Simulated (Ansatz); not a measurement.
`C[O][Nb]([NH2])(=[S])[Cl]`, relaxed with RKS PBE-D4/def2-SVP in Ansatz from a rough embedded geometry. The force threshold is 0.03 eV/Å; the program also tests the step.

The species carries charge 0 and has multiplicity 1. Nb: def2 effective core potential.

Start:

```xyz
11

C    -1.573    0.292   -0.175
O    -1.192   -0.906    0.430
Nb    0.778   -0.960    0.087
N     1.740    0.886    0.546
S     1.670   -2.435    1.226
Cl    1.195   -1.430   -2.261
H    -1.268    1.136    0.391
H    -2.711    0.236   -0.244
H    -1.229    0.343   -1.256
H     1.220    1.238    1.440
H     1.370    1.602   -0.184
```

| step | energy (eV) | largest force (eV/Å) | largest move (Å) |
| --- | --- | --- | --- |
| 1 | -29543.4448 | 3.904 | 0.000 |
| 2 | -29544.2367 | 2.226 | 0.195 |
| 3 | -29544.5111 | 1.993 | 0.195 |
| 4 | -29544.6183 | 1.693 | 0.131 |
| 5 | -29544.7669 | 1.296 | 0.200 |
| 6 | -29544.8389 | 1.235 | 0.195 |
| 7 | -29544.9136 | 0.210 | 0.200 |
| 8 | -29544.9416 | 0.347 | 0.198 |
| 9 | -29544.9575 | 0.329 | 0.136 |
| 10 | -29544.9712 | 0.376 | 0.097 |
| 11 | -29544.9881 | 0.386 | 0.117 |
| 13 | -29545.0584 | 0.263 | 0.200 |
| 15 | -29545.0790 | 0.306 | 0.169 |
| 17 | -29545.0897 | 0.119 | 0.071 |
| 19 | -29545.0922 | 0.068 | 0.042 |
| 21 | -29545.0926 | 0.140 | 0.064 |
| 23 | -29545.0954 | 0.098 | 0.035 |
| 25 | -29545.0973 | 0.114 | 0.056 |
| 27 | -29545.0993 | 0.055 | 0.052 |
| 29 | -29545.1005 | 0.061 | 0.058 |
| 31 | -29545.1012 | 0.034 | 0.045 |
| 33 | -29545.1015 | 0.024 | 0.006 |

End:

```xyz
11

C    -2.133    0.248   -0.262
O    -0.751    0.170   -0.515
Nb    0.909   -0.623   -0.152
N     2.114    0.725    0.612
S     0.691   -2.154    1.362
Cl    1.800   -1.495   -2.121
H    -2.390    1.261    0.117
H    -2.443   -0.510    0.489
H    -2.695    0.073   -1.205
H     2.652    0.649    1.482
H     2.246    1.656    0.195
```

Hardware: 3 threads of an AMD EPYC 7R13 on a shared host and a share of an NVIDIA H100 80 GB. Wall time 42 s, peak host memory 0.9 GiB.
